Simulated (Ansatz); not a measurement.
A structure relaxed at PBE0-D4/def2-TZVP, charge 0, multiplicity 1:

```xyz
16

C    -0.4139    0.7797   -1.7922
C    -0.4089   -0.5808   -1.0683
B     0.2232   -0.3150    0.3403
C     1.7629   -0.4496    0.5510
Si   -1.0099    0.1945    1.8701
H    -1.0147    1.5185   -1.2550
H    -0.8329    0.6826   -2.7960
H     0.5962    1.1851   -1.8941
H    -1.4354   -0.9570   -1.0262
H     0.1851   -1.2908   -1.6550
H     2.1969    0.2398    1.2786
H     2.3472   -0.4306   -0.3739
H     1.9005   -1.4555    0.9819
H    -1.5728   -1.0630    2.4512
H    -2.1727    1.0061    1.4042
H    -0.3510    0.9360    2.9835
```

Task: Give its formula and SMILES.

Result: C3H11BSi, `CCB(C)[SiH3]`.

Task: Point group (tolerance 0.08 Å, 0.16 Å for H)?

Result: C1.

Task: Summarise the bond lengths by kind.

Result: 1 × C–C 1.541 Å; 8 × C–H 1.092 to 1.103 Å; 2 × B–C 1.560 to 1.567 Å; 1 × B–Si 2.030 Å; 3 × H–Si 1.491 to 1.495 Å.

All numbers were calculated with Ansatz.
